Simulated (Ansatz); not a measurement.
`CBS[SiH3]` + `NC[SeH]` → `NC[Se][SiH3]` + `CBS`  (ligand exchange at the Si–S bond)

Calculated with Ansatz (gas phase, PBE0-D4/def2-TZVP geometries, no zero-point term in ΔE). CCSD(T)/CBS adds triple-zeta CCSD(T) − MP2 to the extrapolated MP2 energy (def2 sets, frozen cores). Functionals use def2-TZVPP. HSE06 is defined as in plane-wave codes. For Se outer-core shells are correlated without core-valence functions, which leaves a few kJ/mol of doubt a bond. Scalar relativity is left out up to krypton. Each species was taken in one conformer, which may not be the lowest.

| level | ΔE (kJ/mol) | difference from CCSD(T)/CBS |
| --- | --- | --- |
| PBE-D4 | -21.2 | -1.6 |
| BLYP-D4 | -20.1 | -0.5 |
| r2SCAN-D4 | -20.3 | -0.7 |
| HSE06-D4 | -20.9 | -1.3 |
| BHLYP-D4 | -20.3 | -0.7 |
| CAM-B3LYP-D4 | -19.2 | 0.4 |
| revPBE | -16.6 | 3.0 |
| LC-ωPBE | -18.6 | 1.0 |
| HF/def2-SVP | -21.0 | -1.4 |
| CCSD/def2-SVP | -26.4 | -6.8 |
| CCSD(T)/def2-SVP | -27.3 | -7.7 |
| HF/def2-TZVPP | -14.6 | 5.0 |
| SCS-MP2/def2-TZVPP | -19.1 | 0.5 |
| CCSD/def2-TZVPP | -19.0 | 0.6 |
| CCSD(T)/def2-TZVPP | -19.7 | -0.1 |
| CCSD/CBS(def2) | -18.9 | 0.7 |
| CCSD(T)/CBS | -19.6 | 0 |

Largest T1 diagnostic among the species: 0.013.

Leaving LDA and LC-ωPBE aside and taking each functional with its dispersion term where it has one, the values, not all of them listed here, spread over 4.2 kJ/mol, from PBE-D4 to B97M-V. LDA lies −4.8 kJ/mol from PBE without D4. The D4 term adds −3.5 kJ/mol with B3LYP and −1.8 kJ/mol with PBE0; it sums over pairs of atoms, weighted by their polarisabilities, and B3LYP, whose exchange is more repulsive, gets the larger term. At CCSD(T), def2-SVP lies −7.7 kJ/mol from the extrapolated value and def2-TZVPP −0.1 kJ/mol.

B3LYP here is the variant with VWN-RPA as its local correlation; programs differ in this.
